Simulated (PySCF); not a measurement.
**Working with the constants of BeI**

PBE0 constants of BeI, ²Σ⁺ (doublet), unpaired electrons σ ↑ (PySCF, scalar-relativistic core potentials, basis sets Be cc-pVTZ, I cc-pVTZ-PP with ECP28; masses 9.0122 and 126.9045 u):

```
ωe              : 611.5 cm⁻¹
ωexe            : 3.15 cm⁻¹
Be              : 0.41979 cm⁻¹
αe              : 0.00323 cm⁻¹
D (centrifugal) : 7.91e-07 cm⁻¹
De to Be + I    : 2.90 eV
```

Question: Give the vibrational terms G(v) and spacings up to v = 6.

Answer: G(v) = ωe(v+½) − ωexe(v+½)².

```tsv
v	G(v) (cm⁻¹)	G(v) − G(v−1)	Bv (cm⁻¹)
0	305.0		0.4182
1	910.2	605.2	0.4149
2	1509.1	598.9	0.4117
3	2101.7	592.6	0.4085
4	2688.0	586.3	0.4053
5	3268.0	580.0	0.4020
6	3841.7	573.7	0.3988
```

Question: How well does the Morse estimate ωe²/(4ωexe) reproduce De, and what is D0?

Answer: It gives 3.68 eV, 127 % of the computed De. D0 = De − G(0) = 2.90 − 0.04 = 2.86 eV.

Spin–orbit coupling is left out, which matters for elements this heavy, above all for dissociation energies. The state was picked by a PBE0 search and need not be the measured ground state.
